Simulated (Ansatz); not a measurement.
`[Cl][SnH2][Si](Cl)(Cl)Cl` + CH₃SH → `C[S][SnH2][Cl]` + trichlorosilane  (cleavage of the Sn–Si bond)

Computed with Ansatz on PBE0-D4/def2-TZVP structures; ΔE is electronic, products minus reactants. CCSD(T)/CBS is the MP2 limit (def2-TZVPP, def2-QZVPP) plus CCSD(T) − MP2 in def2-TZVPP, frozen cores. This one scheme is used for every species. Functionals use def2-TZVPP. def2 core potentials past Kr. For Sn outer-core shells are correlated without core-valence functions, which leaves a few kJ/mol of doubt a bond. One conformer a species, not always the lowest.

| level | ΔE (kJ/mol) |
| --- | --- |
| BLYP | -39.7 |
| r2SCANh | -42.7 |

Question: What does CCSD(T)/CBS give? (Best estimate.)

Answer: Ansatz gave: -43.3 kJ/mol. The listed levels differ from it by 3.6, 0.6 kJ/mol.

Largest T1 diagnostic among the species: 0.012.

The D4 term adds +5.2 kJ/mol with B3LYP and +3.2 kJ/mol with PBE0; it sums over pairs of atoms, weighted by their polarisabilities, and B3LYP, whose exchange is more repulsive, gets the larger term. Leaving LDA and LC-ωPBE aside and taking each functional with its dispersion term where it has one, the values, not all of them listed here, spread over 12.2 kJ/mol, from B2PLYP to PBE-D4.

B3LYP here is the variant with VWN-RPA as its local correlation; programs differ in this.
